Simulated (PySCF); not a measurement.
Compound: trans-PtH(PF3)2Cl (singlet state).
Bonds: Pt1–P3, Pt1–Cl7, Pt1–P8, P3–F4, P3–F5, P3–F6, P8–F9, P8–F10, P8–F11. Hydrogens: H2 on Pt1.

Computed, not measured: PySCF 2.14.0, PBE0-D3(BJ)/def2-SVP geometry optimisation, gas phase, def2 core potentials past Kr.

(1) What internal coordinates does the optimisation give?

Results:

(1) 
| bond | length (Å) |
| --- | --- |
| Pt1–H2 | 1.572 |
| Pt1–P3 | 2.237 |
| Pt1–Cl7 | 2.389 |
| Pt1–P8 | 2.219 |
| P3–F4 and 5 like bonds | 1.568 |

Bonds in one row agree within 0.01 Å and their mean is given. A selection of angles:
| angle | degrees |
| --- | --- |
| P3–Pt1–Cl7 | 85.5 |
| P3–Pt1–P8 | 177.6 |
| Cl7–Pt1–P8 | 96.9 |
| Pt1–P3–F4 | 117.5 |
| Pt1–P3–F5 | 119.2 |
| F4–P3–F5 | 99.4 |
| F4–P3–F6 | 100.6 |

Torsions: Cl7–Pt1–P3–F4 -59° (synclinal). The mirror-image conformer, all signs reversed, is as good.

Pt1 (platinum bonded to Cl, 2 P and H) is square planar (angles from 85.5° to 177.6°). P3 (phosphorus bonded to 3 F and Pt) is distorted tetrahedral (angles from 99.4° to 119.2°).

Point group: C1 (no symmetry element, even within 0.4 Å). Not checked by PBE0-D3(BJ)/def2-SVP frequencies.

The run took 2.7 min of wall time on Arm Neoverse V2, one thread, shared host with 48 logical CPUs at a one-minute load of 20, and the process peaked at 0.81 GiB of memory. These figures are those of the optimisation.
